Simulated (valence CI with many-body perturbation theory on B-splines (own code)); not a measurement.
The numbers below are computed, except where a source is named.
# Sensitivity of CI+MBPT for Ga8+

Method: relativistic CI+MBPT: five valence electrons over a frozen Dirac-Fock core [Ar], a basis of 6 s, 6 p, 5 d, 5 f, 1 g functions for each j, with the one-electron correlation potential Σ1, the two-electron term Σ2, the three-electron term Σ3, Breit, model QED; selected CI, second order for the rest, scaled by the run's own slope (own B-spline code, finite nucleus).

No measured levels were compared; by estimate terms of the open shell hold to 2 to 4 % of their energy, and close levels can change places; different configurations can be misplaced against each other by 1,000 to 8,000 cm⁻¹. Among the levels kept, up to 370 cm⁻¹ of a level comes from second order outside the variational space, and about a tenth of that is noise between levels of different J, which matters for small intervals. Only levels of the ground parity were solved; by the run's estimate the other parity begins above the list, which can be wrong where configurations are misplaced.

The reference run has the lowest level 3d5 6S_5/2 and an ionisation energy of 209.870 eV. Its largest variational space holds 9969 state functions.

Changed runs:
A. scale of Σ2 1 → 0.8; scale of Σ1 1 → 0.8
B. size limit of the variational space 10000 → 3000; second order for the rest on → off
C. selection threshold (hartree) 2e-08 → 1e-05; screening of Σ1 on → off
D. Davidson iteration limit 60 → 3 (bad on purpose)

Excitation energies of the reference run in cm⁻¹, and shifts in cm⁻¹:

```tsv
Level	Reference	A	B	C	D
3d5 4G_11/2	54217	+296	-760	+30	-0.1
3d5 4G_5/2	54238	+297	+867	+21	+0.1
3d5 4G_7/2	54421	+287	+852	+13	0
3d5 4G_9/2	54470	+283	+443	+11	+0.1
3d5 4P_5/2	60089	+190	+1656	+20	+0.2
3d5 4P_3/2	60760	+160	-59	+31	0
3d5 4P_1/2	61532	+90	-1852	-8.9	-0.1
3d5 4D_7/2	65946	+513	+1190	+24	+0.2
3d5 4D_1/2	66914	+459	-2054	+0.3	-0.1
3d5 4D_3/2	67435	+394	-265	+54	+0.1
3d5 4D_5/2	67436	+383	+1323	+42	+2.0
3d5 2I_11/2	78370	+316	-526	+36	+0.8
Ionisation energy (eV)	209.870	-1.567	-0.364	+0.067	0
```

Run D: The Davidson iterations stopped at their limit.
